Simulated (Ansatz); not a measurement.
`C[S][Sn][O][SiH3]` and `[NH2][Sn][O][SiH3]` differ in one atom or group.

Ansatz, PBE0-D4/def2-TZVP geometries, multiplicity 1. Each molecule was computed in one conformer, which needn't be the lowest.

Elements past krypton have def2 core potentials.

```csv
property,`C[S][Sn][O][SiH3]`
HOMO energy (B3LYP/def2-TZVPP) / eV,-6.82
HOMO–LUMO gap (PBE/def2-TZVPP) / eV,3.01
HOMO energy (PBE0/def2-TZVPP) / eV,-7.04
LUMO energy (ωB97M-V/def2-TZVPP) / eV,-0.63
HOMO–LUMO gap (ωB97M-V/def2-TZVPP) / eV,8.44
HOMO energy (ωB97M-V/def2-TZVPP) / eV,-9.07
```

Q: Give the same properties after the change, and the shifts. (Best estimate.)

A: The calculation gave: 
```
                               property  `[NH2][Sn][O][SiH3]`  shift
    HOMO energy (B3LYP/def2-TZVPP) / eV                 -7.22  -0.40
    HOMO–LUMO gap (PBE/def2-TZVPP) / eV                  3.67   0.66
     HOMO energy (PBE0/def2-TZVPP) / eV                 -7.47  -0.43
  LUMO energy (ωB97M-V/def2-TZVPP) / eV                 -0.11   0.52
HOMO–LUMO gap (ωB97M-V/def2-TZVPP) / eV                  9.66   1.22
  HOMO energy (ωB97M-V/def2-TZVPP) / eV                 -9.77  -0.70
```

With PBE0 the HOMO falls by 0.43 eV and the LUMO rises by 0.50 eV, so the gap widens by about 0.93 eV. PBE moves the HOMO by -0.19 eV and ωB97M-V by -0.70 eV.

B3LYP here is the variant with VWN-RPA as its local correlation; programs differ in this.
